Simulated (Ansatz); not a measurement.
The first iterations of a band of CH7GeNOSi (12 atoms, charge 0, multiplicity 1).

The calculation used RKS B3LYP/def2-SVP in Ansatz.

* movable images: 9
* climbing image: yes
* spring: 5.0 eV/Å²
* optimiser: quadratic models (default)
* start path: through a guess of the saddle point
* force threshold: 0.05 eV/Å
* iteration limit: 51
* end points: relaxed

First end point:

```xyz
12
Properties=species:S:1:pos:R:3
N -0.626 0.239 1.973
Ge -0.853 -1.092 0.715
C 0.030 -0.695 -1.091
O -0.097 -1.500 -1.988
Si 1.051 0.960 -1.328
H -1.070 1.134 1.780
H 0.322 0.396 2.308
H -0.223 -2.383 1.279
H -2.367 -1.265 0.478
H 0.144 2.121 -1.084
H 2.141 0.996 -0.308
H 1.624 1.034 -2.700
```

Last end point:

```xyz
12
Properties=species:S:1:pos:R:3
N -1.313 0.441 1.898
Ge -0.215 -0.844 1.134
C 0.100 0.525 -2.159
O -0.383 -0.233 -2.968
Si 1.203 -0.095 -0.688
H -2.040 0.793 1.277
H -0.817 1.241 2.290
H 0.682 -1.383 2.271
H -1.150 -1.960 0.622
H 2.065 1.040 -0.232
H 2.059 -1.212 -1.183
H -0.115 1.633 -2.227
```

| iteration | highest image above the first end (eV) | largest band force component (eV/Å) |
| --- | --- | --- |
| 1 | 7.296 | 18.533 |
| 2 | 4.411 | 7.291 |
| 3 | 3.418 | 3.496 |
| 4 | 2.817 | 2.368 |
| 5 | 2.681 | 1.151 |
| 6 | 2.603 | 4.423 |
| 7 | 2.701 | 2.605 |
| 8 | 2.310 | 0.701 |
| 9 | 2.152 | 1.539 |
| 10 | 2.268 | 1.969 |
| 11 | 2.164 | 1.517 |
| 12 | 2.213 | 1.688 |
| 13 | 2.169 | 1.354 |
| 14 | 2.148 | 1.631 |
| 15 | 2.138 | 1.248 |

Does the band converge within its limit, and where does its top end?

The forces met the threshold. It ended after 45 iterations with the highest image 2.525 eV above the first end. Beside the main top the profile has a ripple of under 15 meV (maxima at images 2, 7), which may be a very shallow well or noise. Neighbouring images differ by up to 2.2 eV, so the band resolves the path poorly. A vibrational analysis at the climbing image gives one clearly imaginary mode, 774i cm⁻¹: a first-order saddle point. The orbitals stay closed-shell, which can raise the energy where a bond breaks towards radicals; this wasn't checked here.

Run time: 15 min on 2 threads of Intel(R) Xeon(R) 6975P-C (Granite Rapids), on a shared host, peak memory 0.37 GiB.
